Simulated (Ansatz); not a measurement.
Reaction (hydrogenolysis of a Ga–S bond): `[SiH3][GaH][SH]` + H₂ → `[SiH3][GaH2]` + H₂S

Calculated with Ansatz (gas phase, PBE0-D4/def2-TZVP geometries, no zero-point term in ΔE). CCSD(T)/CBS adds triple-zeta CCSD(T) − MP2 to the extrapolated MP2 energy (def2 sets, frozen cores). This one scheme is used for every species. DFT in def2-TZVPP. B3LYP here is the variant with VWN-RPA as its local correlation; programs differ in this. For Ga outer-core shells are correlated without core-valence functions, which leaves a few kJ/mol of doubt a bond. Scalar relativity is left out up to krypton. One conformer a species, not always the lowest.

(1) Is it downhill or uphill in electronic energy at CCSD(T)/CBS, and by how much? (Estimate.)

(2) What do these levels give: B97M-V, PBE0-D4, B3LYP-D4, r2SCAN0-D4, CAM-B3LYP-D4, PBE, r2SCAN, BHLYP, RPA@PBE/def2-TZVPP, CCSD/def2-SVP, CCSD(T)/def2-TZVPP, CCSD/CBS(def2)? (Best estimate.)

Largest T1 diagnostic among the species: 0.014.

## Answers

(1) The calculation gave: Uphill: ΔE = +95.0 kJ/mol.

(2) The calculation gave: B97M-V 83.2, PBE0-D4 92.4, B3LYP-D4 91.8, r2SCAN0-D4 94.4, CAM-B3LYP-D4 84.4, PBE 91.4, r2SCAN 96.8, BHLYP 80.1, RPA@PBE/def2-TZVPP 84.6, CCSD/def2-SVP 79.0, CCSD(T)/def2-TZVPP 89.9, CCSD/CBS(def2) 89.1 kJ/mol.

From BLYP to BHLYP (50 % exact exchange), in def2-TZVPP and without D4, ΔE moves by −5.5 kJ/mol. At CCSD(T), def2-SVP lies −11.2 kJ/mol from the extrapolated value and def2-TZVPP −5.1 kJ/mol. In def2-TZVPP, CCSD(T) changes the Hartree–Fock value by +19.3 kJ/mol (the triples alone add +5.9 kJ/mol) and MP2 by +29.0 kJ/mol.
